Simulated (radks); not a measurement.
Species: K2+. Configuration: [Ne] 3s2 3p3 4s2 (not the ground configuration). All-electron calculation, Dirac Kohn-Sham, PBEsol, spin-unpolarised, spherical densities, finite nucleus; open shells fill j = l - 1/2 first; Fermi nuclear charge, rms radius 3.4349 fm. Program: a radial shooting solver on a logarithmic mesh with Libxc functionals.

Unscreened Slater integrals over Kohn-Sham orbitals (eV). Large and small components are both included.

| integral | value |
|---|---|
| F0(4s1/2,4s1/2) | 8.1224 |
| F0(4s1/2,3p3/2) | 10.166 |
| G1(4s1/2,3p3/2) | 0.87215 |
| F0(4s1/2,3p1/2) | 10.173 |
| G1(4s1/2,3p1/2) | 0.86829 |
| F0(4s1/2,3s1/2) | 10.256 |
| G0(4s1/2,3s1/2) | 0.61788 |
| F0(3p3/2,3p3/2) | 19.378 |
| F2(3p3/2,3p3/2) | 9.8320 |
| F0(3p3/2,3p1/2) | 19.423 |
| G2(3p3/2,3p1/2) | 9.8513 |
| F0(3p3/2,3s1/2) | 20.011 |
| G1(3p3/2,3s1/2) | 13.369 |
| F0(3p1/2,3p1/2) | 19.468 |
| F0(3p1/2,3s1/2) | 20.061 |
| G1(3p1/2,3s1/2) | 13.405 |
| F0(3s1/2,3s1/2) | 20.720 |
